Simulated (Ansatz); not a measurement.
diisopropyl selenide (C$_{6}$H$_{14}$Se), singlet, at a GFN2-xTB geometry. Base run: PBE/STO-3G run with Ansatz (an electronic-structure program).

Input for Ansatz:
Ansatz 0.2 input:
```yaml
crystal:
  periodic: [false, false, false]
  atoms:
    - {symbol: C, position_ang: [1.86446653, 1.29407804, 0.80317924]}
    - {symbol: C, position_ang: [1.50690558, -0.17259937, 0.65139770]}
    - {symbol: C, position_ang: [2.68489215, -0.99790827, 0.16360737]}
    - {symbol: Se, position_ang: [-0.00341687, -0.41315183, -0.64432887]}
    - {symbol: C, position_ang: [-1.48670476, 0.35052891, 0.47190419]}
    - {symbol: C, position_ang: [-1.91146264, 1.70546761, -0.06583612]}
    - {symbol: C, position_ang: [-2.64416304, -0.63203627, 0.51247011]}
    - {symbol: H, position_ang: [2.19116429, 1.70310963, -0.15088233]}
    - {symbol: H, position_ang: [2.67491464, 1.40507664, 1.52279648]}
    - {symbol: H, position_ang: [1.01422512, 1.87378939, 1.15742322]}
    - {symbol: H, position_ang: [1.13115908, -0.57491929, 1.59824306]}
    - {symbol: H, position_ang: [2.40312917, -2.04381665, 0.05518323]}
    - {symbol: H, position_ang: [3.50766455, -0.92945013, 0.87370971]}
    - {symbol: H, position_ang: [3.02915302, -0.63217163, -0.80266792]}
    - {symbol: H, position_ang: [-1.04753119, 0.45505650, 1.46887565]}
    - {symbol: H, position_ang: [-1.06670254, 2.38915777, -0.11779913]}
    - {symbol: H, position_ang: [-2.32805585, 1.59998211, -1.06575793]}
    - {symbol: H, position_ang: [-2.67131268, 2.14223315, 0.58145157]}
    - {symbol: H, position_ang: [-2.31920383, -1.59481014, 0.90161164]}
    - {symbol: H, position_ang: [-3.04810621, -0.78347580, -0.48724072]}
    - {symbol: H, position_ang: [-3.43792651, -0.24778338, 1.15189977]}
basis:
  gaussian:
    orbitals: STO-3G
hamiltonian:
  xc: pbe
```

The base run was repeated with changes; each row names its change, and settings that it needs were set with it.

```
change                                                                 basis functions       E (Eh)
---------------------------------------------------------------------  ---------------  -----------
base                                                                                62  -2608.37778
basis = jorge-DZP-DKH; relativity = spin-free X2C                                  203  -2666.23757
basis = ANO-RCC-VDZP; relativity = spin-free X2C                                   181  -2666.45917
basis = jorge-DZP-DKH; relativity = none                                           203  -2631.37332
basis = ANO-RCC-VDZP; relativity = spin-free X2C; nucleus = Gaussian               181  -2666.44043
basis = cc-pVDZ-DK; relativity = spin-free X2C; nucleus = Gaussian                 181  -2666.25739
basis = jorge-DZP-DKH; relativity = spin-free X2C; nucleus = Gaussian              203  -2666.22116
basis = ANO-RCC-VDZP; relativity = none                                            181  -2619.47158
basis = cc-pVDZ-DK; relativity = none                                              181  -2621.24199
basis = cc-pVDZ-DK; relativity = spin-free X2C                                     181  -2666.27347
```

Totals shift with the method and basis; they matter in differences.

Ansatz warned in this series: the basis is contracted for relativity, which the run leaves out.

Basis sets contracted for a relativistic Hamiltonian are a mismatch without it, so the rows without relativity aren't non-relativistic limits. No row has spin-orbit coupling; sets with core potentials leave out the core electrons.
